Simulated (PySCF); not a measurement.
## Broadened absorption spectrum of FH10NSi4

FH10NSi4.
InChI=1S/FH10NSi4/c1-5-6-2(3)4/h5-6H2,3-4H3

Computed, not measured: TDDFT PBE0/def2-SVPD, vertical, gas phase, core orbitals frozen in the response (PySCF). Geometry: GFN2-xTB, one conformer, isolated molecule. Torsions of this conformer, `[F:1][SiH2:2][SiH2:3][N:4]([SiH3:5])[SiH3:6]`: F1–Si2–Si3–N4 -167°, Si2–Si3–N4–Si5 80°.

Broadening: Gaussians 0.5 eV wide at half height, area fixed by f = 4.319×10⁻⁹ ∫ε dν̃. The width is an assumption, not a result. The curve ends short of the highest state used, and states not computed would add to its high-energy end.

| E (eV) | ε (L mol⁻¹ cm⁻¹) |
| --- | --- |
| 4.19 | 0 |
| 4.27 | 2 |
| 4.34 | 4 |
| 4.41 | 10 |
| 4.49 | 24 |
| 4.56 | 45 |
| 4.63 | 78 |
| 4.70 | 120 |
| 4.78 | 172 |
| 4.85 | 210 |
| 4.92 | 230 |
| 5.00 | 224 |
| 5.07 | 194 |
| 5.14 | 152 |
| 5.21 | 108 |
| 5.29 | 68 |
| 5.36 | 51 |
| 5.43 | 56 |
| 5.51 | 93 |
| 5.58 | 157 |
| 5.65 | 249 |
| 5.72 | 362 |
| 5.80 | 493 |
| 5.87 | 589 |
| 5.94 | 657 |
| 6.02 | 706 |
| 6.09 | 745 |
| 6.16 | 806 |
| 6.23 | 909 |
| 6.31 | 1104 |

Problem. Locate the maxima and give the states behind the curve.

Solution. 251 nm (4.94 eV), ε about 230, made up of S1 (100%) (ε in L mol⁻¹ cm⁻¹; maxima over ε = 5, shares over 10%). At its high-energy end, 6.31 eV, the curve is still rising (ε about 1100, from S3, S4 and S5). The states used: S1 4.94 eV (f 0.0043); S2 5.92 eV (f 0.010); S3 6.33 eV (f 0.011); S4 6.63 eV (f 0.0070); S5 6.76 eV (f 0.041); S6 6.91 eV (f 0.031).

Problem. What would ε be at 4.94 eV, the highest of these maxima, with half the width (0.25 eV)?

Solution. About 464 L mol⁻¹ cm⁻¹ against 232, a factor of about 2.00; a lone state at its own centre would give exactly 2.

Problem. Coming from long wavelengths, where does ε first pass 100 L mol⁻¹ cm⁻¹?

Solution. At about 266 nm (4.67 eV), 0.27 eV below S1.

Problem. On this curve, what absorbance would a 10⁻⁵ mol/L sample give at 248 nm over a 1 cm path?

Solution. 248 nm is 4.999 eV, where ε is about 220 L mol⁻¹ cm⁻¹, so A = ε c l ≈ 0.0022 (Beer–Lambert, with the gas-phase spectrum and the assumed width).
